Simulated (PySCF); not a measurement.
C2H3F3Si2, singlet, at a GFN2-xTB geometry, atoms displaced at random by about 0.08 Å a coordinate; B3LYP/STO-3G, gradient (PySCF).

Here is a job for PySCF.
```python
from pyscf import gto, scf, dft

mol = gto.M(
    atom='''
Si    3.527036   -0.429680    0.047072
C     1.576608   -0.358681   -0.030459
C     0.388208   -0.078898   -0.017944
Si   -1.339631    0.193688    0.040294
F    -1.951356    1.619104    0.041790
F    -2.089806   -0.551300    1.116088
F    -2.129256   -0.490602   -1.303489
H     3.776380   -1.857601   -0.083631
H     3.869388    0.511211   -1.167851
H     4.049088    0.073049    1.399691
''',
    basis='sto-3g',
    charge=0,
    spin=0,
    verbose=3,
)

mf = dft.RKS(mol)
mf.xc = 'b3lyp'
mf.kernel()
g = mf.nuc_grad_method()
g.grid_response = True
grad = g.kernel()
```

The log (banner, timings and long lists left out):

```
converged SCF energy = -944.470061296804
--------------- RKS gradients ---------------
         x                y                z
0 Si     0.0383113568    -0.0311725501     0.0112519169
1 C    -0.0334182358    -0.0122784759    -0.0114498189
2 C    -0.0424399694     0.0047271100    -0.0027747110
3 Si     0.0053258133     0.0303040913     0.1205962691
4 F     0.0100066408    -0.0684513688    -0.0033121051
5 F     0.0437904977     0.0553762149    -0.0947668525
6 F    -0.0258074155    -0.0146582835    -0.0187544920
7 H    -0.0095431009    -0.0069855084     0.0043997953
8 H     0.0002478276     0.0334433951    -0.0392405289
9 H     0.0135265854     0.0096953753     0.0340505271
----------------------------------------------
```
